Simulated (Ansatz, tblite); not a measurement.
Forces on In₄Sb₅H₁₆⁺, a cluster cut from zinc blende InSb (hydrogen-capped) at its r2SCAN-D4/def2-SVP geometry. Charge 1, multiplicity 1.

In the def2 sets In, Sb take a core potential; there is no spin–orbit coupling. The xTB rows come from tblite. Single mean-field runs in def2-TZVP are fitted with def2-universal-jkfit.

GFN2-xTB (tblite), largest force 0.54 eV/Å:

```xyz
25
positions Å, forces eV/Å
Sb    0.159    0.281   -3.104    0.195    0.080   -0.090
Sb   -1.880    2.479    0.204    0.090    0.192    0.081
Sb   -2.034   -1.885   -0.001   -0.181   -0.169   -0.001
Sb    2.331   -2.062   -0.206    0.199    0.074   -0.082
Sb    0.293    0.134    3.103    0.093    0.187    0.088
In   -2.325    0.411   -1.709    0.073    0.116   -0.027
In    2.920    0.082   -2.124   -0.366   -0.394   -0.041
In    0.296    2.905    2.130   -0.421   -0.338    0.040
In    0.235   -2.351    1.705    0.119    0.066    0.031
H     0.056    1.594   -4.178   -0.037   -0.243    0.059
H    -0.127   -0.924   -4.267    0.009    0.207    0.054
H    -2.073    3.893   -0.718   -0.092   -0.185    0.146
H    -3.378    2.580    1.001    0.137    0.071   -0.150
H    -2.282   -3.277   -0.941   -0.070    0.137    0.163
H    -3.440   -2.024    0.940    0.131   -0.080   -0.163
H     2.318   -3.561   -1.008    0.081    0.129    0.151
H     3.725   -2.365    0.716   -0.191   -0.077   -0.147
H    -0.926   -0.064    4.271    0.208   -0.006   -0.056
H     1.598   -0.068    4.171   -0.245   -0.019   -0.058
H    -3.776    0.445   -2.623   -0.225   -0.015   -0.129
H     3.787   -0.676   -3.386    0.138    0.122   -0.006
H     3.080    1.464   -1.127    0.125    0.122    0.004
H    -0.406    3.817    3.392    0.131    0.130    0.008
H     1.690    2.971    1.140    0.130    0.116   -0.004
H     0.157   -3.801    2.619   -0.032   -0.223    0.128
```

PBE-D4/def2-TZVP (Ansatz), largest force 0.16 eV/Å:

```
Sb 0.037 -0.039 0.152
Sb 0.109 -0.115 0.038
Sb 0.122 0.111 -0.001
Sb -0.107 0.116 -0.039
Sb -0.035 0.040 -0.153
In 0.027 0.015 0.011
In 0.024 0.014 -0.003
In 0.013 0.021 0.006
In 0.015 0.027 -0.008
H -0.008 0.075 -0.062
H -0.018 -0.060 -0.065
H -0.012 0.080 -0.054
H -0.081 0.008 0.038
H -0.017 -0.081 -0.053
H -0.082 -0.011 0.053
H 0.002 -0.083 -0.037
H 0.079 -0.019 0.054
H -0.061 -0.014 0.065
H 0.074 -0.013 0.061
H -0.067 -0.004 -0.041
H 0.010 -0.030 -0.033
H -0.019 0.036 0.042
H -0.030 0.014 0.034
H 0.035 -0.022 -0.045
H -0.008 -0.068 0.039
```

PBE0-D4/def2-TZVP (Ansatz), largest force 0.14 eV/Å:

```
Sb -0.073 -0.016 -0.119
Sb -0.127 0.046 -0.027
Sb -0.075 -0.071 -0.001
Sb 0.035 -0.132 0.026
Sb -0.019 -0.072 0.117
In 0.086 0.008 0.053
In -0.035 -0.007 0.024
In -0.013 -0.036 -0.020
In 0.012 0.087 -0.050
H 0.013 -0.093 0.102
H 0.025 0.089 0.109
H 0.035 -0.117 0.067
H 0.130 -0.023 -0.059
H 0.038 0.120 0.069
H 0.123 0.029 -0.069
H -0.013 0.130 0.060
H -0.114 0.044 -0.068
H 0.091 0.019 -0.110
H -0.093 0.021 -0.102
H 0.075 -0.006 0.048
H -0.055 0.040 0.072
H -0.016 -0.069 -0.045
H 0.037 -0.054 -0.071
H -0.070 -0.012 0.042
H 0.001 0.074 -0.049
```
